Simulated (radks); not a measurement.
Initial-state core-level shifts of the terbium ion Tb3+ when its valence configuration changes from [Xe] 4f8. All-electron calculation, scalar-relativistic Kohn-Sham, r2SCAN, spin-unpolarised, spherical densities, finite nucleus; meta-GGA in the generalised Kohn-Sham scheme; Fermi nuclear charge, rms radius 5.06 fm. Program: a radial shooting solver on a logarithmic mesh with Libxc functionals. Shifts are changes of the shell-averaged eigenvalues in eV (positive: less bound); the change of the density at the nucleus, which sets a Mossbauer isomer shift, is in e/bohr^3, on a base of 7.2e+05.

valence               1s       4s       4p       4d  density at nucleus
4f7 6s1          -11.409  -12.461  -12.226  -11.865             +105.71
4f5 6s1 6p2      -39.793  -42.693  -41.808  -40.509             +229.45
4f7.5 6s0.5       -5.566   -6.094   -5.984   -5.813              +50.71
4f6 6s2          -23.939  -25.986  -25.457  -24.662             +233.65
4f7 6p1          -12.592  -13.631  -13.395  -13.033              +45.14
4f7 5d1           -7.984   -9.016   -8.776   -8.403              +35.06
4f6 6p2          -26.250  -28.273  -27.740  -26.939              +97.08
4f7 5d0.5 6s0.5   -9.699  -10.742  -10.505  -10.138              +70.16
4f6.5 5d0.5 6s1  -15.773  -17.331  -16.954  -16.381             +127.64
